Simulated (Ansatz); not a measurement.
Start from `O[Si](O)(F)Cl` and change one element to get `[OH][Sn]([OH])([F])[Cl]`.

Ansatz, PBE0-D4/def2-TZVP geometries, multiplicity 1. Each molecule was computed in one conformer, which needn't be the lowest.

Elements past krypton have def2 core potentials.

```tsv
property	`O[Si](O)(F)Cl`
HOMO energy (ωB97M-V/def2-TZVPP) / eV	-11.79
HOMO–LUMO gap (B3LYP/def2-TZVPP) / eV	9.05
size of the dipole moment (ωB97M-V/def2-TZVPP) / D	2.16
LUMO energy (ωB97M-V/def2-TZVPP) / eV	1.80
HOMO energy (B3LYP/def2-TZVPP) / eV	-9.17
HOMO–LUMO gap (ωB97M-V/def2-TZVPP) / eV	13.59
```

Question: Give the same properties after the change, and the shifts. (Estimate.)

Answer: Computed: 
```
                                          property  `[OH][Sn]([OH])([F])[Cl]`  shift
             HOMO energy (ωB97M-V/def2-TZVPP) / eV                     -12.08  -0.29
             HOMO–LUMO gap (B3LYP/def2-TZVPP) / eV                       6.66  -2.39
size of the dipole moment (ωB97M-V/def2-TZVPP) / D                       1.89  -0.27
             LUMO energy (ωB97M-V/def2-TZVPP) / eV                      -0.36  -2.16
               HOMO energy (B3LYP/def2-TZVPP) / eV                      -9.42  -0.25
           HOMO–LUMO gap (ωB97M-V/def2-TZVPP) / eV                      11.72  -1.87
```

With PBE0 the HOMO falls by 0.25 eV and the LUMO falls by 2.68 eV, so the gap narrows by about 2.43 eV. PBE moves the HOMO by -0.08 eV and ωB97M-V by -0.29 eV. Dipoles are sizes alone; their direction can turn.

B3LYP here is the variant with VWN-RPA as its local correlation; programs differ in this.
